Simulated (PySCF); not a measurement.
# ScH2 at several levels of theory

All levels use the PBE0 minimum (doublet; Sc–H 1.822 Å (×2); H–Sc–H 120.4°), basis [Sc def2-TZVP, H def2-TZVP], no relativity, density fitting, no spin–orbit coupling, PySCF. For vertical energies the ionised species is a singlet (spins chosen at PBE0 and kept) and the electron-attached one a singlet. Atomisation goes to high-spin ground-configuration atoms, without zero-point energy. Open shells are unrestricted, also as the reference of the correlated levels. A dash marks a value that was not computed or is not defined at that level.

| level | atomisation (kJ/mol) | vertical IP (eV) | vertical EA (eV) | −ε(HOMO) (eV) | dipole (D) |
| --- | --- | --- | --- | --- | --- |
| PBE0 | 502 | 6.81 | 0.28 | 4.78 | 3.71 |
| HF | 348 | 6.41 | -0.59 | 7.34 | 3.65 |
| MP2 | 449 | 6.65 | 0.25 | – | – |
| PBE | 522 | 6.76 | 0.38 | 3.75 | 3.31 |
| B3LYP | 522 | 6.95 | 0.39 | 4.63 | 3.59 |
| r2SCAN | 534 | 6.77 | 0.19 | 3.94 | 3.80 |
| TPSSh | 555 | 6.71 | 0.29 | 4.13 | 3.98 |
| CAM-B3LYP | 519 | 6.99 | 0.30 | 6.06 | 3.78 |
| revPBE | 517 | 6.69 | 0.32 | 3.71 | 3.40 |

Without diffuse functions attachment energies tend to come out too low.

Open d and f shells are described by one determinant, and the ground state may have another occupation or spin.
